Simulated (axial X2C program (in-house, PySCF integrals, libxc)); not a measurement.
## Testing model relations on ScO⁺

A bond curve at the PBE0 level, with spin–orbit coupling, was computed with an in-house relativistic program for diatomic molecules (basis Sc dyall-cv3z [10s11p7d5f2g], O dyall-av3z [7s6p3d2f] (cores contracted in-house)) for the state Ω = 0 (closed shell). Its fit gives Re = 1.5981 Å, ωe = 1098.2 cm⁻¹, ωexe = 3.47 cm⁻¹ and αe = 2.382e-03 cm⁻¹; the masses are 44.9559 and 15.9949 u. Two-component means X2C with spin–orbit coupling and atomic mean-field Coulomb and Gaunt terms.

(1) Find the reduced mass, Be and the force constant.

(2) Give B0, the J = 1←0 line in GHz and the most populated J at 300 K (kT = 208.5 cm⁻¹).

(3) Estimate the centrifugal constant by the Kratzer relation.

(4) A Morse curve ties αe to the other constants (Pekeris). How well does that hold?

(5) Where do the fundamental and the first overtone lie?

The state is one determinant whose occupation by symmetry is held fixed; it was picked as the lowest of a PBE0 search that is not exhaustive.

## Answers

(1) From the PBE0 values: μ = 11.7975 u. Be = 16.8576/(μ Re²) = 0.5595 cm⁻¹. k = 5.8918×10⁻⁷ μ ωe² = 8.38 mdyn/Å.

(2) B0 = Be − αe/2 = 0.5583 cm⁻¹; 2B0 = 33.48 GHz; J(max) ≈ √(kT/2B0) − 1/2 = 13.2, so J = 13.

(3) D = 4Be³/ωe² = 5.81e-07 cm⁻¹.

(4) αe(Morse) = 6Be²/ωe × (√(ωexe/Be) − 1) = 2.549e-03 cm⁻¹; the PBE0 curve gives 2.382e-03 cm⁻¹, a ratio of 1.07.

(5) ν(1←0) = ωe − 2ωexe = 1091.3 cm⁻¹; ν(2←0) = 2ωe − 6ωexe = 2175.6 cm⁻¹.
